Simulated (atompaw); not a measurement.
# Pseudopotential generation for iodine: PAW (atompaw), LDA (PW92), scalar-relativistic.

| Item | Value |
| --- | --- |
| Element | I |
| Generator | atompaw 4.2.0.5 |
| Type | PAW |
| Functional | LDA (PW92) |
| Relativity | scalar-relativistic |
| Frozen core | [Kr] 4d10 |
| Valence charge | 7 |
| Reference configuration | 5s1.75 5p5.25 |
| Partial waves | 5s (bound): rc 1.75 bohr; 5s channel at 0.35 Ry: rc 2.05 bohr; 5p (bound): rc 2.05 bohr; 5p channel at 0.3 Ry: rc 2.05 bohr |
| Local potential | ultrasoft scheme with l = 2 at 0 Ry, radius 1.75 bohr |
| Core correction | smooth core density matched at 1.50 bohr |
| Augmentation charge | sinc compensation charge, radius 1.55 bohr; PAW radius 2.05 bohr; waves and projectors: custom rrkj vanderbiltortho |

All-electron outer shells of the reference configuration (LDA (PW92), scalar-relativistic, ld1.x):

```
shell  level (eV)  outermost node (bohr)  outermost maximum (bohr)
   4p     -127.68                   0.37                      0.72
   4d      -50.66                   0.35                      0.78
   5s      -17.84                   0.88                      1.70
   5p       -7.37                   0.96                      2.02
```

Results:

| Property | Result |
| --- | --- |
| Cutoffs needed | 12 Ry and 25 Ry (the cutoffs (Ry, on a coarse ladder) from which the occupation-weighted sum of valence levels, in a spherical-Bessel basis at the reference potential, stays within 10 and 1 mRy of its value at 400 Ry) |
| Ghost test | no extra level below or beside the all-electron valence levels (s, p, d, f tested) (spherical-Bessel basis up to 400 Ry, 20 bohr box) |
| Lowest eigenvalue of the overlap operator | 0.06 (s channel) |
| Overlap eigenvalues printed by atompaw (projector basis) | 0.00741, 0.613, 63.6, 9.84e+05 |
| Share of each valence orbital outside the PAW sphere | 5s 39 %, 5p 63 % |

Generation and tests took about 3 s on one core of a shared server CPU.
